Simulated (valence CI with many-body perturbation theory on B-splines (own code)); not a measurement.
**E1 transitions of Rb24+**

Method: relativistic CI+MBPT: three valence electrons over a frozen Dirac-Fock core [Ne], radial functions for each j: 11 s, 11 p, 9 d, 7 f, 5 g, 2 h, 1 i, with the one-electron correlation potential Σ1 (screened to all orders), the two-electron term Σ2, the three-electron term Σ3, Breit, model QED; selected single and double excitations, second order for the rest (own B-spline code, finite nucleus).

No measured levels were compared; by estimate levels of excited configurations hold to 0.05 to 0.15 % of their energy, terms of the ground configuration to about 0.5 %.

Lines 1 to 50 of 275 in falling wavelength, among levels below 2108000 cm⁻¹, chosen from the strongest by gf and those to the six lowest levels. Wavelengths and rates use the calculated energies, so an error of 600 cm⁻¹ moves a line at 31.12 nm by 0.19 % and its rate by three times that or more. Electric multipoles are in the length gauge, E1 and E2 with the static RPA response of the core. Weak lines are less certain than strong ones. Lines between different terms over intervals too small for the method are left out, as are lines whose strength nearly cancels. Where a level lies close to another of its J and parity, the split of strength between their lines is uncertain. The highest levels of a list are the least certain.

Names give the largest LS component (configuration and term), which can be under half, so a name can repeat, a term be missing and a line seem to break the LS rules; names also repeat where a configuration has a term twice. Letters in brackets count levels of one name in rising energy.

```tsv
λ vac (nm)	Upper	Lower	A (s⁻¹)	S (a.u.)
31.12	3s 3p2 4P_1/2	3s2 3p 2P°_3/2	6.76e+07	2.01e-03
28.72	3p3 2D°_5/2	3s 3p2 2P_3/2	1.53e+09	1.07e-01
26.13	3s 3p2 4P_3/2	3s2 3p 2P°_3/2	1.04e+08	3.66e-03
25.37	3p2 3d 2G_7/2	3s 3p 3d 2F°_5/2 [b]	2.11e+09	1.36e-01
24.32	3p3 2D°_3/2	3s 3p2 2P_1/2	2.46e+09	6.99e-02
23.68	3s 3p2 4P_5/2	3s2 3p 2P°_3/2	7.87e+08	3.10e-02
23.56	3p2 3d 4F_9/2	3s 3p 3d 2F°_7/2 [a]	2.33e+09	1.50e-01
23.12	3s 3p2 4P_1/2	3s2 3p 2P°_1/2	8.97e+08	1.09e-02
22.04	3p2 3d 2G_9/2	3s 3p 3d 2F°_7/2 [b]	4.28e+09	2.26e-01
21.96	3p2 3d 2F_5/2 [a]	3s 3p 3d 2F°_5/2 [a]	2.24e+09	7.04e-02
21.39	3p3 2P°_1/2	3s 3p2 2S_1/2	7.87e+09	7.60e-02
20.97	3p2 3d 2D_3/2 [b]	3s 3p 3d 2P°_1/2 [a]	3.20e+09	5.83e-02
20.58	3p2 3d 2F_7/2 [a]	3s 3p 3d 4D°_7/2	1.94e+09	6.68e-02
20.56	3p2 3d 4F_3/2	3s 3p 3d 4D°_1/2	5.27e+09	9.05e-02
20.46	3p2 3d 2F_7/2 [a]	3s 3p 3d 4D°_5/2	3.94e+09	1.33e-01
20.44	3p3 2D°_3/2	3s 3p2 2D_3/2	2.63e+09	4.43e-02
20.29	3p2 3d 4D_3/2	3s 3p 3d 2D°_5/2 [a]	4.73e+09	7.80e-02
20.25	3s 3p2 4P_3/2	3s2 3p 2P°_1/2	1.79e+07	2.94e-04
20.21	3p2 3d 4D_5/2	3s 3p 3d 2D°_5/2 [a]	2.84e+09	6.94e-02
20.09	3p2 3d 4D_1/2	3s 3p 3d 4P°_1/2	7.95e+09	6.36e-02
20.07	3p2 3d 2F_5/2 [b]	3s 3p 3d 2F°_5/2 [b]	3.20e+09	7.65e-02
19.85	3s 3p2 2D_3/2	3s2 3p 2P°_3/2	2.69e+08	4.15e-03
19.83	3p2 3d 2F_7/2 [b]	3s 3p 3d 2D°_5/2 [b]	4.16e+09	1.28e-01
19.80	3p2 3d 2F_5/2 [b]	3s 3p 3d 2F°_7/2 [b]	3.79e+09	8.72e-02
19.73	3p3 2D°_5/2	3s 3p2 2D_5/2	4.88e+09	1.11e-01
19.56	3p3 2P°_3/2	3s 3p2 2P_3/2	5.98e+09	8.82e-02
19.09	3p2 3d 4F_5/2	3s 3p 3d 4D°_3/2	6.64e+09	1.37e-01
18.99	3p2 3d 4F_5/2	3s 3p 3d 4P°_5/2	3.75e+09	7.59e-02
18.93	3p2 3d 2G_9/2	3s 3p 3d 2F°_7/2 [a]	8.53e+09	2.86e-01
18.90	3p2 3d 4F_9/2	3s 3p 3d 4D°_7/2	5.12e+09	1.70e-01
18.74	3p2 3d 4D_3/2	3s 3p 3d 4P°_3/2	4.33e+09	5.62e-02
18.54	3p2 3d 4D_5/2	3s 3p 3d 4D°_7/2	3.11e+09	5.86e-02
18.44	3p2 3d 4D_5/2	3s 3p 3d 4D°_5/2	2.86e+09	5.31e-02
18.41	3s 3p2 2D_5/2	3s2 3p 2P°_3/2	3.92e+09	7.25e-02
18.31	3p3 2D°_5/2	3s 3p2 2D_3/2	1.01e+09	1.84e-02
18.31	3p2 3d 2P_3/2 [b]	3s 3p 3d 2P°_1/2 [a]	4.24e+09	5.14e-02
18.14	3p2 3d 2F_7/2 [b]	3s 3p 3d 2F°_5/2 [b]	2.45e+09	5.76e-02
18.09	3p2 3d 4F_7/2	3s 3p 3d 4F°_9/2	1.13e+10	2.64e-01
17.99	3p2 3d 2F_5/2 [b]	3s 3p 3d 2P°_3/2 [a]	7.17e+09	1.24e-01
17.97	3p3 4S°_3/2	3s 3p2 2D_3/2	4.28e+08	4.91e-03
17.92	3p2 3d 2F_7/2 [b]	3s 3p 3d 2F°_7/2 [b]	6.58e+09	1.49e-01
17.88	3p2 3d 4F_5/2	3s 3p 3d 4F°_7/2	1.20e+10	2.03e-01
17.84	3p2 3d 4F_3/2	3s 3p 3d 4F°_5/2	1.06e+10	1.18e-01
17.70	3p2 3d 4D_7/2	3s 3p 3d 2D°_5/2 [a]	7.09e+09	1.55e-01
17.60	3s 3p 3d 2F°_7/2 [a]	3s2 3d 2D_5/2	4.21e+09	9.06e-02
17.52	3p3 2D°_3/2	3s 3p2 4P_5/2	1.27e+10	1.35e-01
17.43	3p2 3d 2G_7/2	3s 3p 3d 2F°_5/2 [a]	1.30e+10	2.72e-01
17.32	3p2 3d 4F_9/2	3s 3p 3d 4F°_9/2	1.67e+10	4.28e-01
17.24	3p2 3d 4P_5/2	3s 3p 3d 4D°_7/2	1.28e+10	1.94e-01
17.19	3s 3p2 2P_1/2	3s2 3p 2P°_3/2	1.69e+09	8.47e-03
```
